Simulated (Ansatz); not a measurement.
CH9NSSi2 (`NC([SiH3])S[SiH3]`) from Hartree–Fock to CCSD(T)

```csv
atom,x (Å),y (Å),z (Å)
N1,-0.546,-1.836,1.042
C2,-0.205,-0.722,0.219
Si3,1.514,-0.937,-0.540
S4,-0.207,0.909,1.158
Si5,-0.910,2.241,-0.340
H6,-1.460,-1.737,1.466
H7,0.130,-1.994,1.777
H8,-0.954,-0.622,-0.571
H9,1.869,0.272,-1.322
H10,1.551,-2.132,-1.425
H11,2.474,-1.123,0.580
H12,0.070,2.425,-1.443
H13,-2.171,1.715,-0.931
H14,-1.155,3.541,0.331
```

Charge 0, multiplicity 1. The structure was optimised at the PBE0-D4/def2-TZVP level. It is one conformer, not always the lowest. Frozen core, restricted reference, Ansatz. CBS rows extrapolate triple and quadruple zeta; past MP2 they add the triple-zeta difference.

```json
{"basis": "def2-TZVPP", "HF (Eh)": "-1073.02918", "MP2 corr.": "-0.82382"}
{"basis": "def2-QZVPP", "HF (Eh)": "-1073.06317", "MP2 corr.": "-0.88513"}
```

Estimate the CCSD correlation energy and the (T) correction in each basis where they were run (hartree).


```json
{"basis": "def2-TZVPP", "CCSD corr.": "-0.89312", "(T)": "-0.03726"}
{"basis": "CBS(def2)", "CCSD corr.": "-0.99984", "(T)": "as TZ"}
```
